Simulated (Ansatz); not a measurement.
Input file for Ansatz (an electronic-structure program): R-r2SCAN/def2-TZVPP on C2H6Si (SMILES C=C[SiH3]), a point of a torsion scan.

Ansatz 0.2 input:
```yaml
crystal:
  periodic: [false, false, false]
  atoms:
    - {symbol: C, position_ang: [1.52943620, -0.08424062, -0.28367669]}
    - {symbol: C, position_ang: [0.49975204, 0.05416542, 0.53628375]}
    - {symbol: Si, position_ang: [-1.30810992, 0.04850654, 0.01622686]}
    - {symbol: H, position_ang: [1.39332761, -0.21461382, -1.34563808]}
    - {symbol: H, position_ang: [2.55463970, -0.07510221, 0.05684359]}
    - {symbol: H, position_ang: [0.70421525, 0.18093072, 1.59394501]}
    - {symbol: H, position_ang: [-1.40564070, -0.13205058, -1.43246666]}
    - {symbol: H, position_ang: [-1.91824086, 1.32341555, 0.40563511]}
    - {symbol: H, position_ang: [-1.99707040, -1.04646781, 0.70592322]}
basis:
  gaussian:
    orbitals: def2-TZVPP
hamiltonian:
  xc: {name: r2SCAN}
scf: {lower_state_search: off}
```

Output:

```
WARN ansatz: RAYON_NUM_THREADS=1 ignored (pool sized by the plan → 1); use --threads N
Functional definition: r2SCAN
these checks for a lower state are left out or cut short: stability, starts, cluster_reference, orbital_swaps, neighbouring_geometries, increment
integrals: 0.09 GiB planned
1002 factors; their error is unknown
mean field: 0.70 GiB planned
mean field evaluation 1: about -10040.3732 eV, gradient 5.4e1 eV
mean field evaluation 2: about -10033.1712 eV, gradient 7.2e1 eV
mean field evaluation 4: about -10047.4583 eV, gradient 2.1e0 eV
mean field evaluation 8: about -10047.4437 eV, gradient 4.3e-1 eV
mean field evaluation 16: about -10047.4439 eV, gradient 4.9e-6 eV
mean field -10047.44387093 eV, -369.2367518547 hartree, gradient 5.2e-6 eV, S^2 0.000000; 0 other end points of the search recorded, 0 dependent functions left out
reference -10047.44388327 eV, -369.2367523080 hartree; 16, 16 occupied and 172, 172 virtual orbitals, 1002 factors
Total energy: -10047.44388327 eV, -369.2367523080 hartree
Checks for a lower state left out: stability, starts, cluster_reference, orbital_swaps, neighbouring_geometries, increment
```

The run converged.

Cost: roughly 3 core-seconds.
